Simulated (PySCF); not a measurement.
## Polarisability and C₆ of Co+ (cobalt, charge +1)

[Ar] 3d8, high-spin 3F determinant. All numbers are calculated (PySCF 2.14, the non-relativistic Hamiltonian (point nucleus), in dyall-av2z (16s12p7d2f, 101 functions)). Coupled (time-dependent) response in atomic units; α is the mean over directions. A double-zeta set is small for polarisabilities.

```
method  mean α (bohr³)  C₆ (like pair)  S(−4)
   UHF           6.158           20.09  33.42
   PBE           9.233           30.26  110.9
  PBE0           8.072           26.55  73.74
```

S(−4) is the Cauchy moment in α(ω) = α(0) + S(−4) ω² + …

α(iu) at UHF:

```json
{"u (hartree)": "0", "α(iu) (bohr³)": "6.158"}
{"u (hartree)": "0.0500", "α(iu) (bohr³)": "6.077"}
{"u (hartree)": "0.100", "α(iu) (bohr³)": "5.854"}
{"u (hartree)": "0.200", "α(iu) (bohr³)": "5.189"}
{"u (hartree)": "0.300", "α(iu) (bohr³)": "4.514"}
{"u (hartree)": "0.500", "α(iu) (bohr³)": "3.524"}
{"u (hartree)": "0.750", "α(iu) (bohr³)": "2.779"}
{"u (hartree)": "1.00", "α(iu) (bohr³)": "2.287"}
{"u (hartree)": "1.50", "α(iu) (bohr³)": "1.631"}
{"u (hartree)": "2.00", "α(iu) (bohr³)": "1.215"}
{"u (hartree)": "3.00", "α(iu) (bohr³)": "0.7482"}
{"u (hartree)": "5.00", "α(iu) (bohr³)": "0.3769"}
```

A single London oscillator, α(iu) = α/(1 + u²/ω²), gives C₆ = (3/4) ω α². Matching the computed C₆ needs ω = 4 × 20.09 / (3 × 6.158²) = 0.706 hartree.

For an ion, C₆ is the dispersion term alone; charge-induced terms of lower order in 1/R come first.
